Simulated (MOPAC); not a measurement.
Input file for MOPAC: PM6 on C2H6Ge (a complex).

```
PM6 1SCF PRECISE CHARGE=0 THREADS=1
C2H6Ge

C      0.60878869 1     0.32711738 1    -0.00530544 1
C     -0.56063943 1     0.07344282 1    -0.02098709 1
H      1.64718112 1     0.55186810 1     0.01357255 1
H     -1.59899138 1    -0.15205459 1    -0.03260470 1
Ge    -0.02006043 1    -0.15959238 1     3.70481969 1
H     -0.95539502 1     0.99123491 1     3.31036906 1
H      1.40590568 1     0.14446179 1     3.22442858 1
H     -0.51050886 1    -1.46905570 1     3.07253046 1
H     -0.01627015 1    -0.30704963 1     5.23644882 1
```

It printed:

```
*******************************************************************************
 **                                                                           **
 **                              MOPAC v23.2.5                                **
 **                                                                           **
 *******************************************************************************
 ** MOPAC's Digital Object Identifier: https://doi.org/10.5281/zenodo.6511958 **
 **                                                                           **
 ** Please cite the open-source release paper for use of this MOPAC version:  **
 ** J. E. Moussa and J. J. P. Stewart (2026)                                  **
 ** MOPAC: An open-source semiempirical molecular orbital program             **
 ** J. Open Source Softw., 11(119), 8025, https://doi.org/10.21105/joss.08025 **
 *******************************************************************************

                              PM6 CALCULATION RESULTS

 *******************************************************************************
 *  PM6        - The PM6 Hamiltonian to be used
 *
 *
 *
 *                 CHARGE ON SYSTEM = 0
 *
 *
 *
 *  PRECISE    - TIGHTER CRITERIA TO BE USED
 *  1SCF       - DO 1 SCF AND THEN STOP
 *  THREADS=1  - MULTI-THREADING NOT USED
 *  T=         - A TIME OF 172800.0 SECONDS REQUESTED
 *  DUMP=N     - RESTART FILE WRITTEN EVERY 7200.0 SECONDS REQUESTED
 *******************************************************************************
PM6 1SCF PRECISE CHARGE=0 THREADS=1
 C2H6Ge

   ATOM   CHEMICAL          X               Y               Z
  NUMBER   SYMBOL      (ANGSTROMS)     (ANGSTROMS)     (ANGSTROMS)

     1       C          0.60878869  *   0.32711738  *  -0.00530544  *
     2       C         -0.56063943  *   0.07344282  *  -0.02098709  *
     3       H          1.64718112  *   0.55186810  *   0.01357255  *
     4       H         -1.59899138  *  -0.15205459  *  -0.03260470  *
     5      Ge         -0.02006043  *  -0.15959238  *   3.70481969  *
     6       H         -0.95539502  *   0.99123491  *   3.31036906  *
     7       H          1.40590568  *   0.14446179  *   3.22442858  *
     8       H         -0.51050886  *  -1.46905570  *   3.07253046  *
     9       H         -0.01627015  *  -0.30704963  *   5.23644882  *



          CARTESIAN COORDINATES

    NO.       ATOM           X           Y           Z

     1         C          0.6088      0.3271     -0.0053
     2         C         -0.5606      0.0734     -0.0210
     3         H          1.6472      0.5519      0.0136
     4         H         -1.5990     -0.1521     -0.0326
     5        Ge         -0.0201     -0.1596      3.7048
     6         H         -0.9554      0.9912      3.3104
     7         H          1.4059      0.1445      3.2244
     8         H         -0.5105     -1.4691      3.0725
     9         H         -0.0163     -0.3070      5.2364

 General Reference for PM6:
 "Optimization of Parameters for Semiempirical Methods V: Modification of NDDO Approximations
 and Application to 70 Elements", J. J. P. Stewart, J. Mol. Mod., 13, 1173-1213 (2007)
 URL: https://link.springer.com/article/10.1007/s00894-007-0233-4

           Empirical Formula: C2 H6 Ge  =     9 atoms



      MOLECULAR POINT GROUP   :   Cs


      RHF CALCULATION, NO. OF DOUBLY OCCUPIED LEVELS = 9


 -------------------------------------------------------------------------------
 PM6 1SCF PRECISE CHARGE=0 THREADS=1
 C2H6Ge



     1SCF WAS SPECIFIED, SO BFGS WAS NOT USED
     SCF FIELD WAS ACHIEVED


                              PM6 CALCULATION
                                                       MOPAC v23.2.5 Linux




          FINAL HEAT OF FORMATION =         74.21625 KCAL/MOL =     310.52080 KJ/MOL


          COSMO AREA              =        129.35 SQUARE ANGSTROMS
          COSMO VOLUME            =        117.94 CUBIC ANGSTROMS

          IONIZATION POTENTIAL    =         11.479225 EV
          HOMO LUMO ENERGIES (EV) =        -11.479  1.686
          NO. OF FILLED LEVELS    =          9
          MOLECULAR WEIGHT        =        102.6594         POINT GROUP:  Cs

          MOLECULAR DIMENSIONS (Angstroms)

            Atom       Atom       Distance
            H     9    H     3     5.54827
            H     7    H     4     3.90315
            H     8    H     6     2.51075


          SCF CALCULATIONS        =          1





   ATOM   CHEMICAL          X               Y               Z
  NUMBER   SYMBOL      (ANGSTROMS)     (ANGSTROMS)     (ANGSTROMS)

     1       C          0.60878869  *   0.32711738  *  -0.00530544  *
     2       C         -0.56063943  *   0.07344282  *  -0.02098709  *
     3       H          1.64718112  *   0.55186810  *   0.01357255  *
     4       H         -1.59899138  *  -0.15205459  *  -0.03260470  *
     5      Ge         -0.02006043  *  -0.15959238  *   3.70481969  *
     6       H         -0.95539502  *   0.99123491  *   3.31036906  *
     7       H          1.40590568  *   0.14446179  *   3.22442858  *
     8       H         -0.51050886  *  -1.46905570  *   3.07253046  *
     9       H         -0.01627015  *  -0.30704963  *   5.23644882  *

                             CARTESIAN COORDINATES

   1    C        0.608788690     0.327117380    -0.005305440
   2    C       -0.560639430     0.073442820    -0.020987090
   3    H        1.647181120     0.551868100     0.013572550
   4    H       -1.598991380    -0.152054590    -0.032604700
   5   Ge       -0.020060430    -0.159592380     3.704819690
   6    H       -0.955395020     0.991234910     3.310369060
   7    H        1.405905680     0.144461790     3.224428580
   8    H       -0.510508860    -1.469055700     3.072530460
   9    H       -0.016270150    -0.307049630     5.236448820


           Empirical Formula: C2 H6 Ge  =     9 atoms



      MOLECULAR POINT GROUP   :   Cs


                  EIGENVALUES
 -26.51863 -19.80881 -19.33480 -15.59122 -12.19055 -12.11738 -12.11064 -11.59979
 -11.47923   1.68599   1.69231   2.36632   2.38530   2.39833   3.64907   5.05093
   6.22417   7.02622


              NET ATOMIC CHARGES AND DIPOLE CONTRIBUTIONS

  ATOM NO.   TYPE          CHARGE      No. of ELECS.   s-Pop       p-Pop
    1          C          -0.197633        4.1976     1.15795     3.03968
    2          C          -0.197756        4.1978     1.15807     3.03969
    3          H           0.197660        0.8023     0.80234
    4          H           0.198004        0.8020     0.80200
    5         Ge          -0.571588        4.5716     1.22210     3.34949
    6          H           0.144384        0.8556     0.85562
    7          H           0.143167        0.8568     0.85683
    8          H           0.144279        0.8557     0.85572
    9          H           0.139484        0.8605     0.86052
 DIPOLE           X         Y         Z       TOTAL
 POINT-CHG.    -0.008     0.000    -0.014     0.016
 HYBRID         0.004     0.000     0.004     0.006
 SUM           -0.003     0.000    -0.010     0.011


          ATOMIC ORBITAL ELECTRON POPULATIONS

     Atom    s        px        py        pz
    1  C   1.15795   1.03792   1.00162   1.00014
    2  C   1.15807   1.03806   1.00194   0.99969
    3  H   0.80234
    4  H   0.80200
    5 Ge   1.22210   1.11755   1.11750   1.11444
    6  H   0.85562
    7  H   0.85683
    8  H   0.85572
    9  H   0.86052

 **********************
 *                    *
 * JOB ENDED NORMALLY *
 *                    *
 **********************




 == MOPAC DONE ==
```

The run finished.

Cost: roughly 0.03 core-seconds.
